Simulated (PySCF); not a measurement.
C2H6F2Ge, SMILES C[CH2][GeH]([F])[F]. Atoms are numbered in the order given.

```xyz
11

Ge     0.4944    -0.3197     0.0000
F      0.8252     0.6983     1.3699
F      0.8252     0.6983    -1.3699
C     -1.3909    -0.7196     0.0000
C     -2.2246     0.5668     0.0000
H      1.5358    -1.4388     0.0000
H     -1.6051    -1.3409    -0.8855
H     -1.6051    -1.3409     0.8855
H     -2.0024     1.1783    -0.8880
H     -3.3025     0.3427     0.0000
H     -2.0024     1.1783     0.8880
```

Geometry optimised at ωB97X-D3(BJ)/def2-SVP. Other conformers were not sampled.

Two levels are set side by side: PBE/pcSseg-1 (PySCF) and KT2/pcSseg-1 (PySCF). GIAO shifts against CFCl3 (¹⁹F), GeH4 (⁷³Ge), TMS (¹H), TMS (¹³C) at the same level; non-relativistic, no solvent, atoms listed together averaged. Differences are taken from unrounded values.

| quantity | KT2 |
|---|---|
| δ(⁷³Ge) of Ge1 (ppm) | 418.5 |
| δ(¹⁹F) of F2, F3 (ppm) | -200.2 |
| δ(¹³C) of C4 (ppm) | 19.2 |
| δ(¹³C) of C5 (ppm) | 9.7 |
| δ(¹H) of H6 (ppm) | 6.32 |
| δ(¹H) of H7, H8 (ppm) | 1.48 |

What does PBE give, and how far is it from KT2? (An estimate is asked for; the answer gives what the named calculation found.)


| quantity | PBE | PBE minus KT2 |
|---|---|---|
| δ(⁷³Ge) of Ge1 (ppm) | 427.6 | 9.1 |
| δ(¹⁹F) of F2, F3 (ppm) | -194.4 | 5.8 |
| δ(¹³C) of C4 (ppm) | 19.7 | 0.5 |
| δ(¹³C) of C5 (ppm) | 9.3 | -0.4 |
| δ(¹H) of H6 (ppm) | 6.40 | 0.08 |
| δ(¹H) of H7, H8 (ppm) | 1.48 | 0.00 |

Rough cost on one machine, each run with all the roots and properties that it gave: KT2 against PBE within a factor of 2.
